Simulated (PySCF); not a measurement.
Br$_{4}$Hf, charge +1, doublet, at a GFN2-xTB geometry (such geometries of metal compounds can be far from the true shape) (the multiplicity is a formal guess) (core potentials on Hf), with bond 2-1 at 1.3 times its length; DF-CAMB3LYP/def2-SV(P) (PySCF).

The PySCF input:
```python
from pyscf import gto, scf, dft

mol = gto.Mole()
mol.atom = '''
    Hf   -0.00000000    0.00000000    0.00000000
    Br    2.58244004   -0.74927666   -1.89478701
    Br    0.76905720    0.30707364    2.39102413
    Br   -1.05929501    2.14390434   -0.82722903
    Br   -1.69625453   -1.87461131   -0.10626662
'''
mol.basis = 'def2-sv(p)'
mol.ecp = {'Hf': 'def2-sv(p)'}
mol.charge = 1
mol.spin = 1
mol.verbose = 4
mol.build()

mf = dft.UKS(mol)
mf.xc = 'camb3lyp'
mf.conv_tol_grad = 1e-7
mf = mf.density_fit(auxbasis='def2-universal-jkfit')
mf.kernel()
```

Predict the main parts of the log of this PySCF run.


```
PySCF version 2.14.0

[INPUT] verbose = 4
[INPUT] num. atoms = 5
[INPUT] num. electrons = 151
[INPUT] charge = 1
[INPUT] spin (= nelec alpha-beta = 2S) = 1
[INPUT] symmetry False subgroup None
[INPUT] Mole.unit = angstrom
[INPUT] Symbol           X                Y                Z      unit          X                Y                Z       unit  Magmom
[...]
nuclear repulsion = 1209.23759580224
number of shells = 59
number of NR pGTOs = 346
number of NR cGTOs = 153
basis = def2-sv(p)
ecp = {'Hf': 'def2-sv(p)'}

******** <class 'pyscf.df.df_jk.DFUKS'> ********
method = DFUKS
initial guess = minao
damping factor = 0
level_shift factor = 0
DIIS = <class 'pyscf.scf.diis.CDIIS'>
diis_start_cycle = 1
diis_space = 8
diis_damp = 0
SCF conv_tol = 1e-09
SCF conv_tol_grad = 1e-07
SCF max_cycles = 50
direct_scf = False
number electrons alpha = 76  beta = 75
XC library pyscf.dft.libxc version 7.1.2
    S. Lehtola, C. Steigemann, M. J. T. Oliveira, and M. A. L. Marques,  SoftwareX 7, 1–5 (2018)
XC functionals = camb3lyp
    T. Yanai, D. P. Tew, and N. C. Handy,  Chem. Phys. Lett. 393, 51 (2004)
radial grids:
    Treutler-Ahlrichs [JCP 102, 346 (1995); DOI:10.1063/1.469408] (M4) radial grids

becke partition: Becke, JCP 88, 2547 (1988); DOI:10.1063/1.454033
pruning grids: <function nwchem_prune>
grids dens level: 3
symmetrized grids: False
atomic radii adjust function: <function treutler_atomic_radii_adjust>
small_rho_cutoff = 0
tot grids = 105488
******** <class 'pyscf.df.df.DF'> ********
auxbasis = def2-universal-jkfit
Create RSH-DF object <pyscf.df.df.DF object> for omega=0.33
******** <class 'pyscf.df.df.DF'> ********
auxbasis = auxmol.basis = def2-universal-jkfit
init E= -10327.1386176117

cycle= 1 E= -10343.6766592128  delta_E= -16.5  |g|= 0.286  |ddm|= 5.33
cycle= 2 E= -10343.6974215476  delta_E= -0.0208  |g|= 0.201  |ddm|= 0.605
cycle= 3 E= -10343.7112801789  delta_E= -0.0139  |g|= 0.0758  |ddm|= 0.29
cycle= 4 E= -10343.7141375588  delta_E= -0.00286  |g|= 0.0403  |ddm|= 0.146
cycle= 5 E= -10343.7152041234  delta_E= -0.00107  |g|= 0.00566  |ddm|= 0.0499
cycle= 6 E= -10343.7152802308  delta_E= -7.61e-05  |g|= 0.00176  |ddm|= 0.0199
cycle= 7 E= -10343.7153034419  delta_E= -2.32e-05  |g|= 0.000865  |ddm|= 0.0141
cycle= 8 E= -10343.7153060663  delta_E= -2.62e-06  |g|= 0.000404  |ddm|= 0.00394
cycle= 9 E= -10343.7153068786  delta_E= -8.12e-07  |g|= 0.000166  |ddm|= 0.00273
cycle= 10 E= -10343.7153069806  delta_E= -1.02e-07  |g|= 7.26e-05  |ddm|= 0.000939
[...]
cycle= 22 E= -10343.715307008  delta_E= -6.37e-11  |g|= 2.58e-07  |ddm|= 1.68e-06
cycle= 23 E= -10343.715307008  delta_E= 2.73e-11  |g|= 2.58e-07  |ddm|= 7.24e-07
cycle= 24 E= -10343.715307008  delta_E= -1.82e-11  |g|= 2.57e-07  |ddm|= 7.15e-07
cycle= 25 E= -10343.715307008  delta_E= -3.64e-12  |g|= 2.57e-07  |ddm|= 7.29e-07
cycle= 26 E= -10343.715307008  delta_E= -3.64e-12  |g|= 2.57e-07  |ddm|= 2.32e-07
cycle= 27 E= -10343.715307008  delta_E= 2.73e-11  |g|= 2.57e-07  |ddm|= 4.3e-07
cycle= 28 E= -10343.715307008  delta_E= -2.55e-11  |g|= 2.57e-07  |ddm|= 1.45e-07
cycle= 29 E= -10343.715307008  delta_E= 1.82e-12  |g|= 2.57e-07  |ddm|= 2.13e-07
cycle= 30 E= -10343.715307008  delta_E= 1.82e-11  |g|= 2.57e-07  |ddm|= 5.44e-07
cycle= 31 E= -10343.715307008  delta_E= -2.18e-11  |g|= 2.57e-07  |ddm|= 4.09e-07
cycle= 32 E= -10343.715307008  delta_E= 5.46e-12  |g|= 2.57e-07  |ddm|= 3.71e-07
cycle= 33 E= -10343.715307008  delta_E= 2.18e-11  |g|= 2.57e-07  |ddm|= 3.28e-07
cycle= 34 E= -10343.715307008  delta_E= -3.82e-11  |g|= 2.57e-07  |ddm|= 2.78e-07
cycle= 35 E= -10343.715307008  delta_E= -2e-11  |g|= 2.57e-07  |ddm|= 2.85e-07
cycle= 36 E= -10343.715307008  delta_E= 3.82e-11  |g|= 2.57e-07  |ddm|= 2.68e-07
cycle= 37 E= -10343.715307008  delta_E= 2e-11  |g|= 2.57e-07  |ddm|= 2.88e-07
cycle= 38 E= -10343.715307008  delta_E= 5.46e-12  |g|= 2.57e-07  |ddm|= 3.46e-07
cycle= 39 E= -10343.7153070079  delta_E= 1.09e-11  |g|= 2.57e-07  |ddm|= 3.21e-07
cycle= 40 E= -10343.715307008  delta_E= -3.64e-12  |g|= 2.57e-07  |ddm|= 3.11e-07
cycle= 41 E= -10343.7153070079  delta_E= 1.09e-11  |g|= 2.57e-07  |ddm|= 3.03e-07
cycle= 42 E= -10343.7153070079  delta_E= 1.46e-11  |g|= 2.57e-07  |ddm|= 3e-07
cycle= 43 E= -10343.7153070079  delta_E= -1.46e-11  |g|= 2.57e-07  |ddm|= 3.03e-07
cycle= 44 E= -10343.715307008  delta_E= -1.27e-11  |g|= 2.57e-07  |ddm|= 3.05e-07
cycle= 45 E= -10343.715307008  delta_E= -5.46e-12  |g|= 2.57e-07  |ddm|= 3.09e-07
cycle= 46 E= -10343.7153070079  delta_E= 1.82e-11  |g|= 2.57e-07  |ddm|= 3.12e-07
cycle= 47 E= -10343.715307008  delta_E= -2.18e-11  |g|= 2.57e-07  |ddm|= 3.08e-07
cycle= 48 E= -10343.715307008  delta_E= -2.55e-11  |g|= 2.57e-07  |ddm|= 3.06e-07
cycle= 49 E= -10343.715307008  delta_E= 1.46e-11  |g|= 2.57e-07  |ddm|= 3.06e-07
cycle= 50 E= -10343.715307008  delta_E= -5.46e-12  |g|= 2.57e-07  |ddm|= 3.06e-07
SCF not converged.
SCF energy = -10343.715307008 after 50 cycles  <S^2> = 0.75226417  2S+1 = 2.0022629
```

The run did not converge; its last values are not results.
